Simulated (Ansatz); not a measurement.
Input for Ansatz (development build ahead of 0.2.0):

```yaml
crystal:
  periodic: [false, false, false]
  atoms:
    - { symbol: Cl, position_ang: [-0.00706, 0.04165, -1.93041] }
    - { symbol: Cd, position_ang: [0.03193, 0.01332, 0.02469] }
    - { symbol: Cl, position_ang: [-0.02561, -0.02294, 1.96] }
basis:
  gaussian: { orbitals: def2-SVP }
hamiltonian:
  xc: hf
```

The input is written out in the form of the current development build from the run's settings. The basis set brings a core potential for Cd, so the total leaves out those core electrons.

Output:

| Property | Result |
| --- | --- |
| Converged | yes |
| Total energy | -1085.52496 hartree |
| Spin squared of the determinant | 0.000 |

Caution: no unrestricted run beside it, a lower state can exist.
